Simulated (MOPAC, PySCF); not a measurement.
[Zn(OH)2], neutral singlet in the gas phase. 

Cartesian coordinates (Å):
```xyz
5

Zn    -0.0059    -0.0790    -0.0815
O      1.5965    -0.6218     0.4730
H      2.2046    -0.7466    -0.2794
O     -1.5975     0.6085    -0.4866
H     -2.2676    -0.0930    -0.5878
```
Charge 0, spin multiplicity 1.

All levels are single points at this geometry (PBE-D3(BJ)/def2-SVP); Pople sets use spherical d functions. Orbital energies aren't observables, and empty levels follow the basis.

| level | HOMO (eV) | LUMO (eV) | gap (eV) | dipole (D) | vertical IE, Delta-SCF (eV) |
|---|---|---|---|---|---|
| PBE-D3(BJ)/def2-TZVP in PySCF | -6.76 | -2.05 | 4.71 | 1.87 | – |
| TPSSh-D3(BJ)/def2-TZVP in PySCF | -7.47 | -1.51 | 5.96 | 1.94 | – |
| B3LYP/6-311+G** (LANL2DZ on Zn) in PySCF | -8.15 | -1.81 | 6.34 | 2.26 | – |
| B3LYP/6-31G* (LANL2DZ on Zn) in PySCF | -7.53 | -1.26 | 6.26 | 2.09 | – |
| B3LYP/LANL2DZ in PySCF | -7.81 | -1.61 | 6.20 | 2.56 | – |
| M06-2X/6-31G* (LANL2DZ on Zn) in PySCF | -9.51 | -0.14 | 9.38 | 2.23 | – |
| SVWN5/6-31G* (LANL2DZ on Zn) in PySCF | -6.33 | -2.06 | 4.27 | 2.05 | – |
| HF/3-21G in PySCF | -11.75 | 1.49 | 13.24 | 2.68 | – |
| HF/6-31G* (LANL2DZ on Zn) in PySCF | -12.25 | 1.84 | 14.10 | 2.45 | – |
| HF/STO-3G in PySCF | -4.70 | 6.63 | 11.34 | 1.09 | – |
| AM1 in MOPAC | -11.93 | 0.42 | 12.35 | 2.09 | – |
| PM3 in MOPAC | -12.03 | -0.01 | 12.02 | 1.98 | – |
| PM7 in MOPAC | -10.97 | 0.51 | 11.48 | 2.52 | – |
